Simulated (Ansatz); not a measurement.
A structure relaxed at PBE0-D4/def2-SVP in Ansatz, charge 1, singlet:

Cartesian coordinates in Å:
```
Na 0.604 -0.020 -0.963
Na -3.801 -2.883 -0.701
Na -3.823 -1.307 2.748
Na 5.021 4.339 2.491
Na 2.608 1.928 0.440
Na -0.969 -2.140 -3.413
Na 2.431 0.220 -3.383
Na -0.634 0.701 2.551
H -2.313 -0.059 3.281
H 0.698 0.876 0.965
H -4.372 -2.410 1.158
H 3.799 3.179 1.578
H -2.434 -2.621 -2.178
H 2.537 1.061 -1.526
H 0.648 -0.867 -3.048
```

**Question.** Give its formula.

**Answer.** Na8H7⁺.

**Question.** Summarise the bond lengths by kind (pairs closer than 1.2 times the sum of covalent radii, bridged metal pairs left out).

**Answer.** 17 × H–Na 1.92 to 2.29 Å.

Another isomer (singlet) lies 1.05 eV lower at PBE0-D4/def2-TZVP; other spin states weren't run for this one.
